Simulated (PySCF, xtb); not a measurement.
BBrFHO, SMILES BrB(O)F. One conformer was computed; it need not be the lowest.

Harmonic wavenumbers (cm⁻¹) from GFN2-xTB in xtb 6.7.1 at its own minimum, in rising order: 270, 317, 448, 574, 608, 883, 1134, 1352, 3605.

Q: What does PySCF with ωB97X-D3(BJ)/def2-SVP give at its own minimum? (An estimate is asked for; the answer gives what the named calculation found.)

A: 302, 353, 502, 616, 621, 997, 1268, 1476, 3887. Paired by order, the mean absolute difference is 93 cm⁻¹ and the zero-point energies are 13.1 and 14.3 kcal/mol.
